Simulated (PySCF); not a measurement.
Electric field gradients and quadrupole coupling constants

Compound: C3H5NOSi.
Structure used (GFN2-xTB, dihedral held), in Å, numbered top down from 1:
```xyz
11
C3H5NOSi angstrom
C      3.1398    0.3728    0.1936
C      1.9738    0.1635    0.3833
C      0.6068   -0.1819    0.6933
O      0.2988   -0.7744    1.7020
N     -0.2729    0.0876   -0.3308
Si    -0.5341    1.6844   -0.9969
H      4.1561    0.5574    0.0013
H     -1.1426   -0.4077   -0.1513
H     -1.0086    2.6236    0.0227
H      0.7528    2.1070   -1.5372
H     -1.5530    1.4562   -2.0168
```

Field gradients from the PBE0/pcSseg-1 density (PySCF, non-relativistic), principal values in atomic units, ordered |Vxx| ≤ |Vyy| ≤ |Vzz|:

```
atom     Vxx     Vyy      Vzz
  O4  0.7137  1.0458  -1.7595
  N5  0.1698  0.5476  -0.7175
```

**Question.** Find the asymmetry η = (Vxx − Vyy)/Vzz and the couplings χ = eQV/h (234.96 MHz × Q in barn × V in au), with Q(17O) = −0.0256 b, Q(14N) = 0.02044 b.

**Answer.** 
```json
{"atom": "O4", "environment": "amide oxygen", "nucleus": "17O", "η": "0.19", "χzz (MHz)": "10.58", "χxx (MHz)": "-4.29", "χyy (MHz)": "-6.29"}
{"atom": "N5", "environment": "amide nitrogen", "nucleus": "14N", "η": "0.53", "χzz (MHz)": "-3.446", "χxx (MHz)": "0.816", "χyy (MHz)": "2.630"}
```

**Question.** What is Vzz at N5 in SI units (1 au = 9.71736 × 10²¹ V/m²)?

**Answer.** -0.7175 au = -6.972 × 10²¹ V/m².

Were the hydrogens deuterons (Q(2H) = 0.00286 b), χzz would run from 106 kHz (H9) to 262 kHz (H7).

The geometry is a constrained GFN2-xTB structure with the dihedral C2–C3–N5–Si6 held at 300°, isolated molecule; it need not be a minimum. GFN2-xTB bond lengths can be off by several hundredths of an ångström, more for odd bonds, and the gradients follow them. The basis is small and wasn't made for field gradients, so the couplings can be 20 % off.
